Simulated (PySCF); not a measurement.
Compound: [MoO4]3- (charge -3 and doublet state).
SMILES: `[O]=[Mo-3](=[O])(=[O])=[O]`

The calculation used PySCF, PBE0-D3(BJ)/def2-SVP geometry optimisation, gas phase, def2 core potentials past Kr.

Masses are those of the commonest isotopes; rigid-rotor values at the optimised geometry. 

Q: What are A, B and C (cm⁻¹)?

A: Ia = 133.72, Ib = 133.87, Ic = 133.96 u·Å²; 505379 MHz·u·Å²/I gives 3779, 3775 and 3773 MHz, that is A = 0.12606, B = 0.12592, C = 0.12584 cm⁻¹.

Q: What kind of rotor is it?

A: A spherical top, as the point group Td requires three equal moments; the computed ones differ by 0.18 % because the geometry is symmetric only within the optimiser's tolerance.

The point group Td allows no dipole (computed: 0.03 D (about the centre of mass, as the species is charged)), so a rigid rotor has no electric-dipole lines.

Q: Estimate the classical rotational partition function at 25 K, 50 K and 500 K.

A: Point group Td, symmetry number σ = 12; q = (√π/σ)·√((kT/h)³/(ABC)), k/h = 20836.6 MHz/K: 239 at 25 K, 677 at 50 K, 21400 at 500 K.

For this open shell read J as N, the rotation without spin; fine and hyperfine splittings come on top. No frequency check. ⟨S²⟩ = 0.751 (exact for a doublet: 0.75). Whether so highly charged an anion holds all its electrons in the gas phase wasn't checked; a finite basis holds them in any case. No counter-ion or solvent screens the charge of this multiply charged ion. No vibrational averaging or centrifugal distortion is included, and the geometry carries the error of its method.

The run took 33 s of wall time on one thread of an Arm Neoverse V1 (shared host). These figures are those of the optimisation.

For an open-shell metal species like this, the optimisation's SCF solution wasn't tested for stability and no frequencies at its level were run, so a lower state or another shape may exist.
